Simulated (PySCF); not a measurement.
Bond length, frequency and bond energy of ZnS⁺ by level of theory

State: ²Π (doublet), unpaired electrons π ↑. Set-up: basis Zn def2-TZVPPD, S def2-TZVPPD; no relativity; PySCF 2.14. De refers to Zn⁺ + S in their high-spin ground configurations, without counterpoise correction. The functionals are run spin-unrestricted. A positive dipole points towards S; it is taken about the centre of mass and depends on that origin. Levels whose curve was spin-contaminated or gave no clean fit are not listed.

| Level | Re (Å) | ωe (cm⁻¹) | De (eV) | μ (D) |
| --- | --- | --- | --- | --- |
| PBE | 2.163 | 387 | 2.39 | -2.95 |
| BLYP | 2.192 | 365 | 2.25 | -2.69 |
| BP86 | 2.164 | 385 | 2.36 | -2.88 |
| r²SCAN | 2.138 | 410 | 2.24 | -3.41 |
| M06-L | 2.141 | 408 | 2.26 | -3.31 |
| r²SCANh | 2.139 | 413 | 2.14 | -3.60 |
| PBE0 | 2.154 | 405 | 2.10 | -3.62 |
| MN15 | 2.144 | 409 | 2.15 | -3.82 |
| ωB97X-V | 2.142 | 422 | 2.10 | -4.08 |

The bond length runs from 2.138 Å (r²SCAN) to 2.192 Å (BLYP). De spans 2.10 eV (PBE0, global hybrid GGA) to 2.39 eV (PBE, GGA).

For an ion De counts to the pair picked by the measured ionisation energies or electron affinities, which need not be the lowest pair at this level. The state is the lowest determinant that a PBE0 search found; another state may lie lower at other levels.

The whole job (state search and all levels along the bond) took about 4.3 min on 2 threads of Intel Xeon 6975P-C (shared host), peak memory 7 GiB.
